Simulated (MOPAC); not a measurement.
MOPAC input (AM1):

```
AM1 1SCF CHARGE=1 GEO-OK AUX(PRECISION=9) THREADS=1
HO2Sn

Sn   -0.02797400 1   -0.02575400 1    0.03654900 1
O     1.39170400 1    0.33420300 1   -1.15405800 1
O    -1.48279100 1   -0.13502900 1    1.07455000 1
H     2.12739800 1   -0.30571300 1   -1.19137700 1
```

From the output:

```
                                                       MOPAC v23.2.5 Linux

          FINAL HEAT OF FORMATION =        191.62675 KCAL/MOL =     801.76630 KJ/MOL

          COSMO AREA              =         96.44 SQUARE ANGSTROMS
          COSMO VOLUME            =         83.88 CUBIC ANGSTROMS

          IONIZATION POTENTIAL    =         15.250478 EV
          HOMO LUMO ENERGIES (EV) =        -15.250 -6.735
          NO. OF FILLED LEVELS    =          8
          MOLECULAR WEIGHT        =        151.6967         POINT GROUP:  Cs

          MOLECULAR DIMENSIONS (Angstroms)

            Atom       Atom       Distance
            H     4    O     3     4.26580
            O     3    O     2     0.71122
            O     3   Sn     1     0.00000

          SCF CALCULATIONS        =          1

   ATOM   CHEMICAL          X               Y               Z
  NUMBER   SYMBOL      (ANGSTROMS)     (ANGSTROMS)     (ANGSTROMS)

     1      Sn         -0.02797400  *  -0.02575400  *   0.03654900  *
     2       O          1.39170400  *   0.33420300  *  -1.15405800  *
     3       O         -1.48279100  *  -0.13502900  *   1.07455000  *
     4       H          2.12739800  *  -0.30571300  *  -1.19137700  *

                             CARTESIAN COORDINATES

   1   Sn       -0.027974000    -0.025754000     0.036549000
   2    O        1.391704000     0.334203000    -1.154058000
   3    O       -1.482791000    -0.135029000     1.074550000
   4    H        2.127398000    -0.305713000    -1.191377000

           Empirical Formula: H O2 Sn  =     4 atoms

      MOLECULAR POINT GROUP   :   Cs

                  EIGENVALUES
 -40.31013 -36.79279 -21.79935 -17.91153 -17.34611 -15.79021 -15.70593 -15.25048
  -6.73489  -1.72148  -1.52073   0.71407   1.85101

              NET ATOMIC CHARGES AND DIPOLE CONTRIBUTIONS

  ATOM NO.   TYPE          CHARGE      No. of ELECS.   s-Pop       p-Pop
    1         Sn           2.313535        1.6865     1.15419     0.53228
    2          O          -0.844323        6.8443     1.83930     5.00502
    3          O          -0.717888        6.7179     1.93673     4.78115
    4          H           0.248677        0.7513     0.75132
 DIPOLE           X         Y         Z       TOTAL
 POINT-CHG.     1.782    -1.535    -0.101     2.355
 HYBRID         1.304    -0.007    -0.857     1.560
 SUM            3.086    -1.543    -0.958     3.581

          ATOMIC ORBITAL ELECTRON POPULATIONS

     Atom    s        px        py        pz
    1 Sn   1.15419   0.21547   0.13578   0.18102
    2  O   1.83930   1.50414   1.64340   1.85748
    3  O   1.93673   1.26419   1.90438   1.61258
    4  H   0.75132

 **********************
 *                    *
 * JOB ENDED NORMALLY *
 *                    *
 **********************

 == MOPAC DONE ==
```

The dipole moment of an ion depends on the origin.

The geometry given is a B3LYP-D3(BJ)/def2-TZVP minimum.
